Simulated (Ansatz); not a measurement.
Task: Name a neutral molecule of B, F, S, Si and H with zero-point energy (PBE0-D4/def2-TZVP) between 40 and 56 kJ/mol and HOMO–LUMO gap (ωB97M-V/def2-TZVPP) between 9.85 and 10.15 eV (Ansatz, PBE0-D4/def2-TZVP geometry).

Result: `FB1S[SiH]1F` (53.6 kJ/mol, 9.96 eV). Other molecules can fit too; these were computed, each in one conformer that needn't be the lowest.
